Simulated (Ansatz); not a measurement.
Mulliken charges of `[CH3][Zn][SiH2]Cl` from ωB97M-V/def2-TZVPP in Ansatz (PBE0-D4/def2-TZVP geometry).

```csv
atom,x (Å),y (Å),z (Å),charge (e)
C1,-0.252,1.865,-1.177,-0.532
Zn2,0.040,0.272,-0.094,0.283
Si3,0.361,-1.703,1.200,0.209
Cl4,-0.866,-3.200,0.425,-0.249
H5,0.697,2.273,-1.534,0.115
H6,-0.760,2.641,-0.599,0.115
H7,-0.870,1.633,-2.048,0.118
H8,1.746,-2.251,1.172,-0.030
H9,-0.007,-1.575,2.638,-0.030
```

**Question.** By hand: the dipole of these point charges (1 e Å = 4.8032 D).

**Answer.** Σ q r = (0.274, 0.398, 0.143) e Å, of length 0.504 e Å = 2.42 D.

**Question.** How does the dipole of the full density compare? (Estimate.)

**Answer.** Ansatz gave: (0.151, 0.427, -0.016) e Å, 2.18 D; the point charges give 1.11 times that, at 24° from its direction.

Point charges leave out the atoms' own dipoles, such as those of lone pairs, and Mulliken's split depends on the basis, so the two needn't agree.
